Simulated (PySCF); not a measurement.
Ligands exchanged one at a time, Al CH3-H. Isolated molecules, 0 K electronic values unless said otherwise. Strings in code marks are SMILES.

The HOMO–LUMO gap from two functionals at the same geometries (B3LYP-D3(BJ)/def2-TZVP), both in PySCF: PBE-D3(BJ)/def2-TZVP and TPSSh-D3(BJ)/def2-TZVP. 

| species | PBE-D3(BJ)/def2-TZVP (eV) | TPSSh-D3(BJ)/def2-TZVP (eV) |
|---|---|---|
| 0 of 3 CH3 replaced by H (`[Al]([CH3])([CH3])[CH3]`) | 5.10 | 6.18 |
| 1 of 3 CH3 replaced by H (`[CH3][AlH][CH3]`) | 4.84 | 5.92 |
| 2 of 3 CH3 replaced by H | 4.74 | 5.87 |
| 3 of 3 CH3 replaced by H (`[AlH3]`) | 4.78 | 6.04 |

Over these rows, drawn at random from the members with no instability flagged (it was tested for open shells, ions and some series alone), PBE minus TPSSh-D3(BJ): mean -1.14 eV, from -1.26 eV to -1.08 eV.
